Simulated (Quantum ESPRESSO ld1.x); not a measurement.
The mean radii <r> (bohr) of the occupied orbitals of an atom or ion are listed with their occupations. Calculated with ld1.x of Quantum ESPRESSO 7.5: scalar-relativistic Kohn-Sham, PBE, spin-unpolarised, spherical densities, point nucleus.

| orbital | occ. | <r> |
|---|---|---|
| 1s | 1 | 0.3053 |

Name the element and its charge.

Answer. Z = 5, boron, charge +4: B4+ in 1s1. The 1s radius gives Z: for a bare nucleus <r> = (2 gamma + 1)/(2Z) with gamma = sqrt(1 - (Z/c)^2), 0.2999 bohr for Z = 5, and the self-interaction of the functional makes it slightly larger (0.3053 here). The occupations add up to 1, and the charge is Z minus that.
